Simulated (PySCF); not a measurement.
Computed shifts of a molecule C2H7NSi2, PySCF with PBE/pcSseg-1, GIAO, gas phase, atoms alike by connectivity averaged where their shifts nearly agree, in ppm (number of nuclei): ¹³C: 218.7 (1), 2.1 (1). ²⁹Si: 9.5 (1), -31.7 (1). ¹⁵N: 576.3 (1). ¹H: 10.66 (1), 6.06 (1), 6.00 (1), 5.88 (1), 1.04 (3). References: ¹³C against TMS (σ = 182.0 ppm); ²⁹Si against TMS (σ = 335.4 ppm); ¹⁵N against NH3 (σ = 267.0 ppm); ¹H against TMS (σ = 31.49 ppm), references at their B3LYP-D3(BJ)/def2-TZVP geometries, non-relativistic. Geometry: B3LYP-D3(BJ)/def2-SVP. Other conformers were not sampled.

Pick the molecule that these values belong to.
A. [SiH3]C1=NC[SiH2]1
B. N[SiH2]C#C[SiH3]
C. C1=N[SiH2]C[SiH2]1
D. C[Si@@H]1N=C[SiH2]1

D, C[Si@@H]1N=C[SiH2]1
